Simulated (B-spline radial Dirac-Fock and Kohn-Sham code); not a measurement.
**Hf²⁺: non-radiative channels of the M4 vacancy**

System: hafnium as Hf²⁺ in the configuration [Xe] 4f14 5d2.

Input of the calculation (task.json; shells as n, l, electrons):

```json
{"items": [{
  "Z": 72,
  "q": 2,
  "cfg": [[1, 0, 2], [2, 0, 2], [2, 1, 6], [3, 0, 2], [3, 1, 6], [3, 2, 10], [4, 0, 2], [4, 1, 6], [4, 2, 10], [4, 3, 14], [5, 0, 2], [5, 1, 6], [5, 2, 2]],
  "A": 180,
  "rrms": 5.347,
  "do": ["binding", "quiet", "decay"],
  "holes": ["K", "L1", "L2", "L3", "M1", "M2", "M3", "M4", "M5", "N1", "N2", "N3", "N4", "N5", "N6", "N7"]
}]}
```

Launch: `python xray_run.py task.json out`

The computed values come from a radial atomic solver: independent-particle radiative and Coulomb Auger rates from relativistic LDA hole-state orbitals, with Dirac-Fock energies. Kinetic energies are configuration averages from the vacuum level; the two-hole energies are estimated from single-hole states.

```
transition  kinetic energy (eV)  width (meV)  share (%)
   M4-N1N4                901.5         77.4        4.8
   M4-N2N4               1002.0         67.3        4.2
   M4-N3N4               1057.2          140        8.7
   M4-N4N4               1217.9          122        7.6
   M4-N4N5               1228.1          246       15.3
   M4-N4N7               1430.3          135        8.4
   M4-N4N6               1431.0          109        6.8
   M4-N5N6               1439.5          117        7.3
   M4-N6N6               1640.4         95.1        5.9
   M4-N6N7               1641.4          277       17.2
```

The listed channels hold 86 % of the non-radiative rate. Summed by principal shells, of 1.60 eV in all: MNN 94.5 %, MNO 4.5 %, MMO 1.0 %.
